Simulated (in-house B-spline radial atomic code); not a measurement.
Successive ionisation energies of cadmium; each step leads to the configuration of the next row (after the last: bare). Dirac energy differences include first-order Breit, QED and recoil terms. NIST's values go from ground level to ground level; the uncertainty of those that are theory runs from under 0.1 % in few-electron ions to several per cent in heavy many-electron ones. Computed with a radial B-spline atomic code at the basis-set limit: Dirac-Hartree-Fock, average of the configuration, finite nuclei.

```csv
ion,configuration,ionisation energy (eV),tabulated value (eV),tabulated kind,computed minus tabulated (eV),highest orbital,largest mean radius (bohr)
Cd39+,[He] 2s2 2p5,6106.0,6039,semi-empirical,67,2p3/2,0.12755
Cd40+,[He] 2s2 2p4,?,?,semi-empirical,?,?,?
Cd41+,[He] 2s2 2p3,6532.6,6460,semi-empirical,73,2p3/2,0.12586
Cd42+,[He] 2s2 2p2,?,?,semi-empirical,?,?,?
Cd43+,[He] 2s2 2p1,6971.2,7109,semi-empirical,-138,2p3/2,0.12422
Cd44+,[He] 2s2,7407.3,7414,semi-empirical,-7,2s1/2,0.12341
Cd45+,[He] 2s1,7607.7,7607.95,tabulated theory,0,2s1/2,0.12264
Cd46+,1s2,31448.6,31451.07,tabulated theory,-2,1s1/2,0.030182
Cd47+,1s1,32341.5,32341.59,tabulated theory,0,1s1/2,0.029932
```

Task: Fill in the row of Cd40+.

Result: ionisation energy (eV): 6317.8; tabulated value (eV): 6257; computed minus tabulated (eV): 61; highest orbital: 2p3/2; largest mean radius (bohr): 0.1267.

Task: Fill in the row of Cd42+.

Result: ionisation energy (eV): 6750.4; tabulated value (eV): 6869; computed minus tabulated (eV): -119; highest orbital: 2p3/2; largest mean radius (bohr): 0.12504.

Task: Where is the largest jump?

Result: From Cd45+ to Cd46+, by a factor of 4.13 (7607.7 to 31449 eV); the highest orbital goes from 2s1/2 to 1s1/2.

Where a p, d or f electron is removed, the computed value is a mean over both j, so it misses the tabulated one by a part of the spin-orbit splitting; averaging over terms and missing correlation add to the gap, relatively most at low charge.
